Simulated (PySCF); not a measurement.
O2Pb2, SMILES [O]1[Pb]2[O][Pb]1=2.

Geometry: B3LYP-D3(BJ)/def2-SVP. The def2 effective core potentials stand for the cores of Pb; spin–orbit coupling is left out.

The numbers are results of M06-2X/def2-TZVPD (PySCF), not measurements.

Symmetry labels are those of the subgroup D2h that the program uses (full group D2h).

Computed valence orbital energies around the gap with their symmetry:
```
orbital  symmetry  energy (eV)
-------  --------  -----------
HOMO−7        B1u       -14.87
HOMO−6         Ag       -13.63
HOMO−5        B3g        -9.78
HOMO−4        B3u        -9.37
HOMO−3         Ag        -9.33
HOMO−2        B1g        -8.32
HOMO−1        B2u        -8.13
HOMO          B1u        -7.73
LUMO          B2g        -1.33
LUMO+1        B3u        -0.87
LUMO+2        B2u        -0.28
LUMO+3        B1u         0.25
```
